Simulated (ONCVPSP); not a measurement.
# Transferability test, ONCV potential for Ge

```
Element                 : germanium
Generator               : ONCVPSP 4.0.1
Type                    : optimised norm-conserving Vanderbilt (ONCV)
Functional              : PBE
Relativity              : scalar-relativistic
Frozen core             : [Ne] 3s2
Valence charge          : 20
Reference configuration : 3p6 3d10 4s2 4p2
Partial waves           : 4s: rc 1.70 bohr, ncon 3, nbas 6, qcut 3.3 1/bohr, 2 projectors, debl 2.9 Ha; 3p+4p: rc 1.15 bohr, ncon 5, nbas 9, qcut 12.7 1/bohr, 2 projectors; 3d: rc 0.95 bohr, ncon 4, nbas 8, qcut 14.7 1/bohr, 2 projectors, debl 3.6 Ha
Local potential         : polynomial inside 0.95 bohr (lpopt 5, dvloc0 0 Ha)
Core correction         : Teter function, fcfact 3.75, rcfact 1.65
```

Energies are relative to the spin-unpolarised reference configuration 3p6 3d10 4s2 4p2; without spin polarisation the order of configurations can differ from experiment.

```tsv
valence configuration	charge	ΔE all-electron (eV)	error AE − PS (meV)
3p6 3d10 4s2 4p1	+1	7.444	-0.5
3p6 3d10 4s1 4p0	+3	57.675	+6.2
3p6 3d9 4s2 4p3	0	29.626	+43
```

(1) What are ΔE and the potential's error for 3p6 3d10 4s2 4p0?

Note: no bound ghost flagged; GHOST(+) flagged for s at 5.6 eV.

Results:

(1) ΔE = 22.884 eV all-electron; the error (AE − PS) is +0.4 meV.
